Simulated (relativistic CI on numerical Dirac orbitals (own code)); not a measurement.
**Exchange splitting of the 4s photoelectron line of Ce⁺**

Problem. Ce⁺ ([Xe] 4f3) has the spin S = 3/2. The exchange integral with a hole in 4s, calculated from Dirac-KLI orbitals and scaled by 0.8, is G^3(4s,4f) = 6.822 eV, with l = 3 the orbital momentum of the open shell. Find the splitting and the intensity ratio of the 4s line.

Working.
1. The electron left in 4s couples its spin to S, giving S + ½ = 2 and S − ½ = 1.
2. Van Vleck's theorem gives ΔE = (2S + 1) G^l/(2l + 1) = 4 × 6.822/7 = 3.90 eV, with the high-spin state at lower binding energy.
3. The intensities follow the multiplicities, (2S + 2) : 2S = (S + 1) : S = 1.67.

Check. The full multiplet calculation with spin-orbit coupling puts the centres of the two groups of its strongest lines 3.86 eV apart. Measured splittings are much smaller, often about half, when hole and open shell share n, because correlation inside the n = 4 shell lowers the low-spin state; the low-spin line also loses weight to satellites, so measured ratios exceed (S + 1)/S. The splitting still grows with S and serves to read the spin state.
